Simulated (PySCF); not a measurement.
Run record: geometry optimisation, `[NH2+]1[BH-]([NH2+][BH2-]1)F`.

Computed with PBE0-D3(BJ)/def2-SVP geometry optimisation, gas phase (PySCF 2.14.0). Start geometry: GFN2-xTB. A driver script takes a list of jobs; this job's settings line and coordinates (Å) are shown.

Command:
```bash
OMP_NUM_THREADS=1 python probes_run.py task.json out
```

Input:
```
{"job": {"xc": "PBE0", "basis": "def2-SVP", "d3": "d3bj", "grid": 1, "shake": 0.01, "kind": "geom"}, "charge": 0, "multiplicity": 1}
F      1.886900    -0.007760    -1.082700
B      1.070540    -0.135880     0.031190
N     -0.162200    -1.096870    -0.284680
B     -1.082060     0.099300     0.139300
N      0.108930     1.107260     0.186270
H      1.688240    -0.405750     1.003740
H     -0.181920    -1.334970    -1.259190
H     -0.188140    -1.942990     0.257180
H     -1.902280     0.373530    -0.682660
H     -1.567710    -0.084640     1.233070
H      0.202500     1.665450     1.045500
H      0.166890     1.735050    -0.596050
```

Output:
```
step   0  E = -262.93007168  max force = 0.021993
step   1  E = -262.93320787  max force = 0.005357
step   2  E = -262.93330746  max force = 0.001891
step   3  E = -262.93332654  max force = 0.000511
step   4  E = -262.93332898  max force = 0.000398
optimisation converged
```

Energies in Eh; «max force» is the largest Cartesian gradient component in Eh/bohr.

Problem. Give the first gradient maximum in eV/Å.

Solution. With 1 Eh/bohr = 51.422 eV/Å, 1.131 eV/Å.

Problem. How much energy does the optimisation release, in eV?

Solution. E(step 0) − E(last step) = 0.003257 Eh, which is 0.089 eV.

Main results: final energy -262.93333 Eh after 4 steps; dipole 0.59 D.

Problem. Where do the atoms end?

Solution. 0.042 Å rms from the input after alignment:
```
atom  x, y, z in Å
F1     1.5449    0.1141   -1.1431
B2     0.7971   -0.0435    0.0040
N3    -0.4401   -1.0147   -0.2533
B4    -1.3876    0.1928    0.1940
N5    -0.1564    1.2116    0.2404
H6     1.4199   -0.3446    1.0095
H7    -0.5247   -1.2823   -1.2322
H8    -0.4696   -1.8551    0.3162
H9    -2.2091    0.4858   -0.6551
H10   -1.8393    0.0036    1.3076
H11   -0.0137    1.7133    1.1120
H12   -0.1230    1.8789   -0.5279
```

Hardware: Arm Neoverse V2, one thread (shared host). Cost: 14 s wall, 0.44 GiB resident at most.
Labels such as C1 count atoms from 1, the log's own numbers from 0.
